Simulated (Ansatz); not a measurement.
A structure relaxed at PBE0-D4/def2-TZVP, charge 0, multiplicity 1:

Cartesian coordinates in Å:
```
N -0.376 0.803 -2.431
C 0.342 0.372 -1.641
C 1.168 -0.167 -0.581
B 0.427 -0.348 0.801
Ga -1.578 0.142 1.075
H 2.048 0.473 -0.427
H 1.582 -1.139 -0.885
H 1.117 -0.792 1.676
H -2.013 1.572 1.561
H -2.717 -0.918 0.852
```

**Question.** Give its formula and SMILES.

**Answer.** C2H5BGaN, `N#CC[BH][GaH2]`.

**Question.** Point group (tolerance 0.08 Å, 0.16 Å for H)?

**Answer.** Cs.

**Question.** Summarise the bond lengths by kind.

**Answer.** 1 × C–N 1.151 Å; 1 × C–C 1.449 Å; 1 × B–C 1.578 Å; 2 × C–H 1.098 Å; 1 × B–Ga 2.082 Å; 1 × B–H 1.200 Å; 2 × Ga–H 1.572 Å.

Computed with Ansatz.
